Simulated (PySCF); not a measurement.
**Cost of excited-state runs on `CC(=O)N[Si@H]([NH])N([SiH3])[SiH3]`, C₂H₁₂N₃OSi₃, doublet**

Molfile (atoms numbered from 1):
```
C2H12N3OSi3
     RDKit          3D

 21 20  0  0  0  0  0  0  0  0999 V2000
    3.0890   -1.2849   -0.3186 C   0  0  0  0  0  0  0  0  0  0  0  0
    1.6853   -0.7527   -0.1448 C   0  0  0  0  0  0  0  0  0  0  0  0
    0.7361   -1.5556   -0.2019 O   0  0  0  0  0  0  0  0  0  0  0  0
    1.5403    0.5331    0.0534 N   0  0  0  0  0  0  0  0  0  0  0  0
    0.0065    1.4297    0.2334 Si  0  0  2  0  0  4  0  0  0  0  0  0
   -0.0057    1.8788    1.8324 N   0  0  0  0  0  2  0  0  0  0  0  0
   -1.2667    0.3005   -0.1385 N   0  0  0  0  0  0  0  0  0  0  0  0
   -2.8034    0.9337   -0.6237 Si  0  0  0  0  0  4  0  0  0  0  0  0
   -1.1164   -1.3540    0.4757 Si  0  0  0  0  0  4  0  0  0  0  0  0
    3.0512   -2.3289   -0.6162 H   0  0  0  0  0  0  0  0  0  0  0  0
    3.6211   -1.2048    0.6280 H   0  0  0  0  0  0  0  0  0  0  0  0
    3.6264   -0.7072   -1.0677 H   0  0  0  0  0  0  0  0  0  0  0  0
    2.3829    1.0765    0.1290 H   0  0  0  0  0  0  0  0  0  0  0  0
    0.0734    2.2953   -0.9520 H   0  0  0  0  0  0  0  0  0  0  0  0
   -0.6927    2.5252    2.1869 H   0  0  0  0  0  0  0  0  0  0  0  0
   -3.5070    1.4597    0.5479 H   0  0  0  0  0  0  0  0  0  0  0  0
   -2.5492    2.0328   -1.5576 H   0  0  0  0  0  0  0  0  0  0  0  0
   -3.5372   -0.1530   -1.2618 H   0  0  0  0  0  0  0  0  0  0  0  0
   -2.5275   -1.4758    1.0353 H   0  0  0  0  0  0  0  0  0  0  0  0
   -0.4375   -1.4371    1.7741 H   0  0  0  0  0  0  0  0  0  0  0  0
   -1.3778   -2.1941   -0.7043 H   0  0  0  0  0  0  0  0  0  0  0  0
  1  2  1  0
  2  3  2  0
  2  4  1  0
  4  5  1  0
  5  6  1  0
  5  7  1  0
  7  8  1  0
  7  9  1  0
  1 10  1  0
  1 11  1  0
  1 12  1  0
  4 13  1  0
  5 14  1  6
  6 15  1  0
  8 16  1  0
  8 17  1  0
  8 18  1  0
  9 19  1  0
  9 20  1  0
  9 21  1  0
M  RAD  1   6   2
M  END
```

PySCF with density fitting, on 1 thread of an Arm Neoverse V2, shared host. Command: `OMP_NUM_THREADS=1 python excited_run.py task.json out`

**Question.** How long does this run take, and how much memory?
- open-shell absorption, PBE0/def2-SVP; 10 states; Tamm-Dancoff; writes grids

**Answer.** 
| run | level | basis functions | wall time | peak memory (GiB) |
| --- | --- | --- | --- | --- |
| open-shell absorption | PBE0/def2-SVP | 198 | 110 s | 0.81 |

Times from a shared host are rough.
